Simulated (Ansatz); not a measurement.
Isolated molecules relaxed with PBE0-D4/def2-TZVP in Ansatz; ΔE leaves out vibrations. CCSD(T)/CBS is the MP2 limit (def2-TZVPP, def2-QZVPP) plus CCSD(T) − MP2 in def2-TZVPP, frozen cores. Functionals use def2-TZVPP. B3LYP here is the variant with VWN-RPA as its local correlation; programs differ in this. For Ge outer-core shells are correlated without core-valence functions, which leaves a few kJ/mol of doubt a bond. Scalar relativity is left out up to krypton. One conformer a species, not always the lowest.

Consider the formal exchange of groups at a Ge–Si bond: `O[SiH](S)[GeH3]` + `N=C=C[SiH3]` → `N=C=C[SiH2][GeH3]` + `O[SiH2]S`.

```csv
level,ΔE (kcal/mol),difference from CCSD(T)/CBS
PBE-D4,-2.2,0.4
B3LYP-D4,-2.2,0.4
ωB97M-V,-2.4,0.2
B2PLYP,-2.8,-0.2
B3LYP,-2.7,-0.1
MP2/def2-TZVPP,-3.0,-0.4
SCS-MP2/def2-TZVPP,-3.0,-0.4
CCSD/def2-TZVPP,-2.9,-0.3
HF/CBS(def2),-3.2,-0.6
MP2/CBS(def2),-2.7,-0.1
CCSD(T)/CBS,-2.6,0
```

Largest T1 diagnostic among the species: 0.015.
